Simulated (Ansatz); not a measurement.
A nudged elastic band was laid between two geometries of CH3AlCl2O + H2 (10 atoms, charge 0, multiplicity 1).

Method: RKS B3LYP-D4/def2-SVP in Ansatz.

```
movable images  : 5
climbing image  : yes
spring          : 5.0 eV/Å²
optimiser       : quadratic models (default)
start path      : through a guess of the saddle point
force threshold : 0.05 eV/Å
iteration limit : 60
end points      : relaxed
```

Initial state:

```xyz
10
Properties=species:S:1:pos:R:3
Al -0.104 0.908 0.955
O 0.012 -0.682 0.413
C -0.545 -1.506 -0.575
Cl -1.499 2.231 0.114
Cl 0.947 1.473 2.670
H 1.634 1.035 -0.593
H 1.645 1.782 -0.431
H -1.344 -0.998 -1.148
H 0.233 -1.831 -1.288
H -0.978 -2.412 -0.117
```

Final state:

```xyz
10
Properties=species:S:1:pos:R:3
Al 0.345 1.372 0.726
O 0.583 -0.185 -0.443
C -0.372 -1.270 -0.487
Cl -1.558 2.059 0.022
Cl 0.261 0.386 2.617
H 0.921 0.033 -1.326
H 1.618 2.203 0.316
H -1.298 -0.941 -0.979
H 0.077 -2.128 -1.005
H -0.577 -1.529 0.559
```

**Question.** Which bonds break or form, and what moves?

**Answer.** Bonds broken: H6–H7. Bonds formed: Al1–H7, O2–H6. CH3AlCl2O + H2 becomes CH5AlCl2O.

**Question.** Give the energies along the band, and the barrier.

**Answer.** The forces met the threshold. The highest image is number 3 of 0 to 6, 0.80 eV above the first end and 0.96 eV above the last; the last end lies 0.16 eV below the first. A vibrational analysis at the climbing image gives 2 clearly imaginary modes (1248i, 59i cm⁻¹): a point of higher order, so a lower path passes nearby. The orbitals stay closed-shell, which can raise the energy where a bond breaks towards radicals; this wasn't checked here.

| image | path coordinate (Å) | energy (eV) | H6–H7 (Å) | Al1–H7 (Å) | O2–H6 (Å) |
| --- | --- | --- | --- | --- | --- |
| 0 | 0.00 | 0.00 | 0.76 | 2.40 | 2.57 |
| 1 | 0.83 | 0.02 | 0.76 | 2.36 | 2.47 |
| 2 | 1.66 | 0.11 | 0.77 | 2.18 | 2.03 |
| 3 | 2.49 | 0.80 | 1.06 | 1.75 | 1.23 |
| 4 | 3.32 | 0.06 | 2.03 | 1.59 | 0.97 |
| 5 | 4.14 | -0.12 | 2.56 | 1.58 | 0.97 |
| 6 | 4.96 | -0.16 | 2.81 | 1.57 | 0.97 |

**Question.** What is the geometry of the highest image?

**Answer.** 
```xyz
10
Properties=species:S:1:pos:R:3
Al 0.100 1.284 0.798
O 0.100 -0.163 -0.285
C -0.374 -1.452 -0.628
Cl -1.522 2.607 0.566
Cl 0.843 0.949 2.742
H 0.981 0.608 -0.671
H 1.365 1.555 -0.385
H -1.075 -1.393 -1.476
H 0.473 -2.102 -0.899
H -0.892 -1.893 0.238
```

Time of the run: 120 s on 2 threads of AMD EPYC 9R14 (Zen 4), with other jobs on the host, peak memory 0.27 GiB.
